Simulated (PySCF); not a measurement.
Isomers of C4H4F4OSi, one GFN2-xTB conformer each. Single-point energies are computed at PBE0/pcSseg-1 (PySCF, gas phase, no added dispersion term), electronic only.

Question: Rank them by PBE0/pcSseg-1 energy, lowest first (kJ/mol).
A. `[O:1]=[CH:2]/[C:3](=[CH:4]\[C:5]([F:6])([F:7])[F:8])[SiH2:9][F:10]` with O1–C2–C3–C4 179°, C2–C3–Si9–F10 180°
B. `[O:1]=[C:2]([F:3])/[C:4](=[CH:5]/[SiH3:6])[C:7]([F:8])([F:9])[F:10]` with O1–C2–C4–C5 171°

Answer: A (0.0), B (112.6).

As drawn, the lower has an Si–F bond, which the higher lacks. GFN2-xTB itself gives, in the same order: 0.0, 130.3. Both levels put the same isomer lowest.

Q: Which frontier levels, dipoles and rotational constants go with these structures?

A: 
```tsv
SMILES	HOMO (eV, PBE0/pcSseg-1)	LUMO (eV)	dipole (D)	A, B, C (MHz)
O=C/C(=C\C(F)(F)F)[SiH2]F	-8.41	-3.03	0.52	1720, 675.1, 533.0
O=C(F)/C(=C/[SiH3])C(F)(F)F	-9.36	-2.89	3.98	1410, 959.5, 640.2
```
